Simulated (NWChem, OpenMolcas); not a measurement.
# SiSe (SMILES [Si][Se]): methods side by side

SiSe has 2 atoms, charge 0, and is taken as a singlet. As SMILES, `[Si][Se]`. Geometry: relaxed at PBE0-D4/def2-TZVP.

```xyz
2

Si    0.0000    0.0000    0.0314
Se    0.0000    0.0000    2.0931
```

Quantity: the HOMO–LUMO gap, in eV. The values are calculated.

```csv
level,kind,program,value (eV)
HF/aug-cc-pVTZ,Hartree–Fock,NWChem,10.25
BLYP/aug-cc-pVTZ,GGA,OpenMolcas,3.52
revPBE/aug-cc-pVTZ,GGA,OpenMolcas,3.54
M06-L/aug-cc-pVTZ,meta-GGA,OpenMolcas,?
TPSS/aug-cc-pVTZ,meta-GGA,OpenMolcas,3.67
r2SCAN/aug-cc-pVTZ,meta-GGA,OpenMolcas,?
BHLYP/aug-cc-pVTZ,global hybrid,OpenMolcas,7.01
PBE0/aug-cc-pVTZ,global hybrid,OpenMolcas,5.34
```

Q: Estimate what the levels marked ? give.

A: As computed at these levels: M06-L/aug-cc-pVTZ: 3.92 eV; r2SCAN/aug-cc-pVTZ: 3.84 eV. All-electron rows without a relativistic Hamiltonian named are non-relativistic. The values span 3.52 to 10.25 eV. Orbital gaps aren't excitation energies; they tend to grow with the share of exact exchange.
